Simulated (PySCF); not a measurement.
Input file for PySCF: R-B3LYP/6-311+G** on PH3 (SMILES P).

```python
from pyscf import gto, scf, dft, mp
from pyscf.data.elements import chemcore

mol = gto.M(
    atom='''
    P     0.04043128    0.05544061    3.26339921
    H    -0.22081995    0.80297013    4.44207672
    H     0.89412677    1.04675256    2.71766025
    H    -1.10658463    0.54707564    2.59110691
    ''',
    basis='6-311+g**',
    charge=0, spin=0, verbose=3, max_memory=1800)
mf = dft.RKS(mol, xc='b3lyp')
mf.conv_tol = 1e-8
mf.max_cycle = 100
mf.kernel()
if not mf.converged:
    mf = mf.newton().run(mf.mo_coeff, mf.mo_occ)
```

Task: What total energy does the run end on?

Result: -343.1733 hartree.
